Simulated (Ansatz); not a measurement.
Molecule: BiF₃ (charge +1, doublet). 
Geometry from a B3LYP-D3(BJ)/def2-TZVP (Ansatz, an electronic-structure program) optimisation:
```
Bi
F 1 1.9808
F 1 1.9808 2 105.37
F 1 1.9808 2 105.37 3 111.14
```
Charge +1, spin multiplicity 2.

Parts of the frozen-core correlation energy in def2-SVPD (Ansatz, hartree). Frozen orbitals: 12; correlated occupied orbitals by spin: 13 and 12; virtual: 76 and 77. UHF or UKS for open shells. No spin-orbit coupling. In def2 rows, elements after Kr have scalar-relativistic effective core potentials.

```tsv
term	value
reference (HF)	-511.25288
MP2 opposite-spin	-0.49253
MP2 same-spin	-0.19425
CCSD correlation	-0.69036
(T)	-0.02157
T1 diagnostic	0.027
largest doubles amplitude	0.035
<S^2> of the reference	0.842
```
